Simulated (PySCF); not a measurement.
Geometry (Å), atoms numbered from 1 in this order:
```xyz
17

C     2.677    0.021    0.993
C     1.846    0.443    0.234
C     0.906    0.960   -0.664
P     0.979    2.481   -1.515
C    -0.557    2.001   -2.219
N    -1.027    0.841   -1.840
N    -0.212    0.266   -0.985
C    -0.584   -1.001   -0.398
C    -1.247   -0.784    0.933
C    -0.783   -1.256    2.073
H     3.403   -0.343    1.658
H    -1.125    2.578   -2.927
H    -1.283   -1.475   -1.094
H     0.310   -1.620   -0.285
H    -2.141   -0.176    0.899
H     0.112   -1.854    2.117
H    -1.281   -1.071    3.010
```

One computed conformer, averaged over atoms made equivalent by symmetry, fast rotation or ring inversion, in vacuum, non-relativistic Hamiltonian. Geometry: GFN2-xTB; NMR shieldings at PBE0/pcSseg-1/GIAO; PySCF 2.14.

References, each an isolated molecule treated in the same way: TMS for 13C (σ = 186.93 ppm) and 1H (σ = 31.72 ppm); H3PO4 for 31P (σ = 318.38 ppm); 15N (σ = 267.73 ppm) against NH3.

| atoms | nucleus | count | Hirshfeld charge | δ (ppm) |
| --- | --- | --- | --- | --- |
| C3 | 13C | 1 | -0.02 | 158.7 |
| C5 | 13C | 1 | -0.08 | 167.5 |
| N6 | 15N | 1 | -0.12 | ? |
| P4 | 31P | 1 | 0.04 | 165.5 |
| H13/H14 | 1H | 2 | 0.06 | ? |
| C1 | 13C | 1 | -0.09 | 105.2 |
| H15 | 1H | 1 | 0.05 | 6.15 |
| N7 | 15N | 1 | 0.06 | 261.5 |
| C9 | 13C | 1 | -0.04 | ? |
| C8 | 13C | 1 | -0.01 | 60.0 |
| H17 | 1H | 1 | 0.05 | ? |
| H11 | 1H | 1 | 0.10 | 3.96 |
| H12 | 1H | 1 | 0.05 | 8.78 |
| H16 | 1H | 1 | 0.05 | 5.83 |
| C2 | 13C | 1 | -0.05 | 80.1 |
| C10 | 13C | 1 | -0.09 | ? |

**Question.** Estimate the values marked ?.

**Answer.** 
- C9: 141.6 ppm, alkene CH; an sp2 carbon of a C=C bond
- C10: 128.4 ppm, terminal =CH2 carbon; an sp2 carbon of a C=C bond
- H17: 5.67 ppm, hydrogen on a terminal =CH2 carbon; a vinylic proton, deshielded by the sp2 carbon and the C=C anisotropy
- H13/H14: 5.18 ppm, hydrogen on an allylic sp3 CH2 bonded to N; its carbon carries N, which withdraws density
- N6: 381.4 ppm, pyridine-type nitrogen of an azole

Shifts are as computed. Against solution values, carbons near 30 ppm lie about +3 ppm off and those near 130 ppm about +5 ppm. Of 1211 compounds with measured shifts, 218 miss one by over three times the rms of a fit or turn the order of signals round; such compounds aren't used in these exercises. Experimental scales use liquid or dissolved standards, which lie at an offset from isolated NH3 (liquid NH3: subtract about 20 ppm) and H3PO4. Unscaled 15N shifts of sp2 nitrogen come out 20 to 40 ppm too high even then.
